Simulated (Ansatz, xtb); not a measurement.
Two isomers of C4H5F3O2

We compare a, `CO[C@@H]1O[C@@H]1C(F)(F)F`, a singlet, with b, `CO[C@@]1(C(F)(F)F)CO1`, a singlet. Both are isolated molecules in the gas phase, relaxed with B3LYP-D3(BJ)/def2-SVP; the shapes shown needn't be the lowest conformers.

a (Å):

```yaml
atoms:
  - { symbol: C, position_ang: [-1.2376, -0.1566, -0.8806] }
  - { symbol: C, position_ang: [0.0689, 0.5209, 0.9256] }
  - { symbol: C, position_ang: [1.0678, 1.4975, 1.3597] }
  - { symbol: C, position_ang: [2.0658, 2.1214, 0.4034] }
  - { symbol: F, position_ang: [2.5435, 3.2641, 0.9313] }
  - { symbol: F, position_ang: [1.5514, 2.4093, -0.7885] }
  - { symbol: F, position_ang: [3.1090, 1.2919, 0.2333] }
  - { symbol: O, position_ang: [0.0588, 0.0991, -0.3658] }
  - { symbol: O, position_ang: [-0.2931, 1.8682, 1.2031] }
  - { symbol: H, position_ang: [-1.1098, -0.5502, -1.8972] }
  - { symbol: H, position_ang: [-1.8369, 0.7687, -0.9198] }
  - { symbol: H, position_ang: [-1.7725, -0.9062, -0.2674] }
  - { symbol: H, position_ang: [-0.3379, -0.2009, 1.6537] }
  - { symbol: H, position_ang: [1.4540, 1.4732, 2.3880] }
```

b (Å):

```xyz
14

C     0.2471   -1.0270    0.3981
C     0.4709    1.3054    0.0286
C     0.6926    1.9060    1.4151
C     0.3328    2.1775   -1.1391
F     1.9906    1.8761    1.7379
F     0.2782    3.1780    1.4713
F     0.0198    1.2151    2.3523
O     1.0008    0.0587   -0.1414
O    -0.8004    1.5626   -0.5069
H     0.6663   -1.9425   -0.0391
H    -0.8138   -0.9400    0.1145
H     0.3303   -1.0761    1.4952
H     0.6193    1.7501   -2.1063
H     0.3927    3.2664   -1.0373
```

Quicker runs give these differences E(b) − E(a): GFN2-xTB −0.70 kJ/mol; HF/STO-3G +4.19 kJ/mol (at GFN2-xTB geometries); r2SCAN-D4/def2-SVP −3.38 kJ/mol (at GFN2-xTB geometries).

Q: Estimate which is lower in electronic energy at CCSD(T)/def2-SVP + ΔMP2/def2-TZVPP, and by roughly how much.

A: CCSD(T)/def2-SVP + ΔMP2/def2-TZVPP gives E(b) − E(a) = −1.95 kJ/mol, slightly favouring structure b, which is too small a margin to settle the true order.

The same difference at several levels:

```tsv
level	geometry	E(b) − E(a) (kJ/mol)	departure from the last row (kJ/mol)	job, with rough time for the two
GFN2-xTB	GFN2-xTB	−0.70	+1.25	optimisation, 0.49 s
HF/STO-3G	GFN2-xTB	+4.19	+6.14	single point, 2.3 s
r2SCAN-D4/def2-SVP	GFN2-xTB	−3.38	−1.43	single point, 15 s
B3LYP-D3(BJ)/def2-SVP	B3LYP-D3(BJ)/def2-SVP	−3.09	−1.14	optimisation, 3.7 min
HF/def2-SVP	B3LYP-D3(BJ)/def2-SVP	+0.58	+2.52	part of the CCSD(T) run
MP2/def2-SVP	B3LYP-D3(BJ)/def2-SVP	−4.95	−3.00	part of the CCSD(T) run
CCSD(T)/def2-SVP	B3LYP-D3(BJ)/def2-SVP	−5.20	−3.25	single point
CCSD(T)/def2-SVP + ΔMP2/def2-TZVPP	B3LYP-D3(BJ)/def2-SVP	−1.95		single point, 11 min
```

As drawn, both hold the same kinds of bond in the same numbers.

The largest departure from CCSD(T)/def2-SVP + ΔMP2/def2-TZVPP is that of HF/STO-3G, 6.14 kJ/mol. The last row adds to CCSD(T) the change of the MP2 difference between the two basis sets, here +3.25 kJ/mol.

With thermal terms from frequencies at re-optimised GFN2-xTB minima (ideal gas, soft modes damped towards free rotors, one conformer each, 298.15 K, 1 atm): on the last row, ΔE + ΔZPE = −2.32, ΔH = −2.19, ΔG = −1.74 kJ/mol.

The correlated steps freeze 9 core orbitals. Run with Ansatz 0.2.0, xtb 6.7.1; the last row on 2 threads of AMD EPYC (Zen 3) on a shared host.
